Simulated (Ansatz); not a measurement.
Isolated molecules relaxed with PBE0-D4/def2-TZVP in Ansatz; ΔE leaves out vibrations. CBS: MP2 limit from def2 TZ/QZ plus the TZ coupled-cluster correction, frozen cores. This one scheme is used for every species. Functionals use def2-TZVPP. B3LYP here is the variant with VWN-RPA as its local correlation; programs differ in this. For Br outer-core shells are correlated without core-valence functions, which leaves a few kJ/mol of doubt a bond. Scalar relativity is left out up to krypton. One conformer a species, not always the lowest.

Consider the cleavage of the Si–B bond: `OB(F)[SiH2]Br` + `[OH][AlH2]` → `[AlH2][O][SiH2]Br` + `OBF`.

`OB(F)[SiH2]Br`:

Cartesian coordinates in Å:
```
O -0.688 -0.232 -1.786
B -0.961 0.139 -0.525
F -2.198 0.538 -0.260
Si 0.442 0.102 0.949
Br 2.312 -0.641 -0.046
H 0.228 -0.509 -1.904
H 0.743 1.438 1.519
H 0.123 -0.837 2.053
```

`[OH][AlH2]`:

Cartesian coordinates in Å:
```
O 0.656 1.025 -0.009
Al -0.260 -0.389 -0.207
H 0.919 1.366 0.844
H -0.720 -1.211 1.067
H -0.595 -0.791 -1.695
```

`[AlH2][O][SiH2]Br`:

```xyz
8

Al   -1.711    0.048   -0.792
O    -0.207    0.289   -0.056
Si    1.253    0.169    0.608
Br    1.898   -1.963    0.618
H    -2.947   -0.223    0.149
H    -1.777    0.150   -2.364
H     1.233    0.616    2.018
H     2.258    0.915   -0.181
```

`OBF`:

```xyz
5

O    -0.724   -0.222   -0.660
B     0.154   -0.141    0.356
F     1.060    0.835    0.384
H    -0.614    0.473   -1.317
H     0.125   -0.944    1.236
```

CCSD(T)/CBS gives -143.5 kJ/mol.

Question: Another level gave -150.5 kJ/mol. Which?
A. PBE0-D4/def2-TZVPP
B. B3LYP-D4/def2-TZVPP
C. PBE/def2-TZVPP
D. MP2/def2-TZVPP

Answer: D. MP2/def2-TZVPP -150.5, PBE -116.6, PBE0-D4 -127.8, B3LYP-D4 -142.6 kJ/mol.

Largest T1 diagnostic among the species: 0.013.

From PBE to PBE0 (25 % exact exchange), in def2-TZVPP and without D4, ΔE moves by −11.6 kJ/mol. In def2-TZVPP, CCSD(T) changes the Hartree–Fock value by +32.2 kJ/mol (the triples alone add +4.7 kJ/mol) and MP2 by +25.2 kJ/mol.
